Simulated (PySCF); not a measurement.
Input file for PySCF: R-HF/3-21G on F2Ge (SMILES [F][Ge][F]), a point of a bond scan (R = 2.374 Å).

```python
from pyscf import gto, scf, dft, mp
from pyscf.data.elements import chemcore

mol = gto.M(
    atom='''
    Ge    0.03526473   -0.02085730    0.41569386
    F     0.79694529    1.60067025   -1.14155751
    F    -0.72485825   -1.10611494   -0.74019696
    ''',
    basis='3-21g',
    charge=0, spin=0, verbose=3, max_memory=1800)
mf = scf.RHF(mol)
mf.conv_tol = 1e-8
mf.max_cycle = 100
mf.kernel()
if not mf.converged:
    mf = mf.newton().run(mf.mo_coeff, mf.mo_occ)
```

Program output:

```
converged SCF energy = -2263.12690559394
```

The run converged.

Cost: roughly 0.14 core-seconds.
